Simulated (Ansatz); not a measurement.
Species: BaCl, charge 0, doublet. BaCl (SMILES [Ba][Cl], doublet).
B3LYP-D3(BJ)/def2-TZVP minimum from Ansatz (a program for electronic structure):
```
Cl
Ba 1 2.7004
```
Charge 0, spin multiplicity 2.

Total energies in def2-SVP, 9 correlated electrons, 9 frozen orbitals. Open shells are spin-unrestricted; no spin-orbit coupling. Cores are frozen in correlated methods (noble-gas shells, and filled d and f shells in the p block). Past Kr the def2 sets carry scalar-relativistic core potentials. The spin of BaCl ([Cl][Ba], doublet) was assumed, and the state is the lowest solution found for it.

```
method    program  energy (Eh)  minus CCSDTQ (mEh)
--------  -------  -----------  ------------------
HF         Ansatz   -484.53452              155.91
MP2        Ansatz   -484.67563               14.80
CCSD       Ansatz   -484.68727                3.17
CCSD(T)    Ansatz   -484.68994                0.49
CCSDT(Q)   Ansatz   -484.69044                0.00
CCSDTQ     Ansatz   -484.69044                0.00
```

Rough core times of Ansatz's runs on a shared machine: CCSD(T) under 20 s, CCSDT(Q) 40 s, CCSDTQ 20 min.
